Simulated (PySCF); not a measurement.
C₈H₄N₂OS₂, SMILES s1c2c(cc1)sc(c2)-c1nnco1.

Coordinates come from a PBE0-D3(BJ)/def2-SVP optimisation. This is a generated structure with no PubChem entry under its InChIKey; it may be hypothetical. The values are those of a single conformer.

All values below come from PySCF with HF/def2-SVP.

Gas-phase values at a fixed geometry.

Computed frontier levels, gap, dipole moment and polarisability:
The highest occupied level comes out as -8.27 eV. The lowest empty level comes out as 1.37 eV. The orbital gap is 9.64 eV and the dipole moment comes out as 3.98 D. The quadrupole, principal values (traceless, Buckingham form, about the centre of nuclear charge) is -12.64, -7.76, 20.40 D·Å. The mean static polarisability is 125.9 bohr³ (18.65 Å³) and the polarisability, principal values comes out as 56.0, 117.5, 204.2 bohr³.
